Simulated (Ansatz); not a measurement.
C$_{3}$H$_{6}$Si, SMILES `[SiH3]C1=CC1`, relaxed with RKS PBE0-D4/def2-TZVP in Ansatz 0.2.0 from a PBE-D4/def2-SVP geometry. The force threshold is 0.005 eV/Å; the program also tests the step.

The species carries charge 0 and has multiplicity 1.

Start:

```xyz
10

Si    1.536    0.238    0.659
C    -0.102   -0.191   -0.089
C    -0.952   -1.037   -0.635
C    -1.484    0.350   -0.489
H     2.438   -0.966    0.694
H     2.187    1.327   -0.150
H     1.329    0.749    2.059
H    -1.157   -2.060   -0.973
H    -1.571    1.008   -1.379
H    -2.225    0.581    0.303
```

By how much does the energy fall, and how many steps does the optimiser take? (Best estimate.)

Computed: 5.04 kJ/mol, in 4 steps.

Which bonds change most? (Estimate.)

The calculation gave: C2–C3 from 1.318 to 1.296 Å; C4–H9 from 1.110 to 1.090 Å; C4–H10 from 1.110 to 1.090 Å; Si1–H7 from 1.505 to 1.486 Å.

Give the relaxed structure. (Estimate.)

The calculation gave: 
```xyz
10

Si    1.520    0.235    0.652
C    -0.103   -0.187   -0.088
C    -0.937   -1.022   -0.625
C    -1.472    0.349   -0.484
H     2.403   -0.958    0.684
H     2.162    1.308   -0.151
H     1.313    0.739    2.035
H    -1.133   -2.028   -0.958
H    -1.554    0.993   -1.360
H    -2.199    0.571    0.296
```
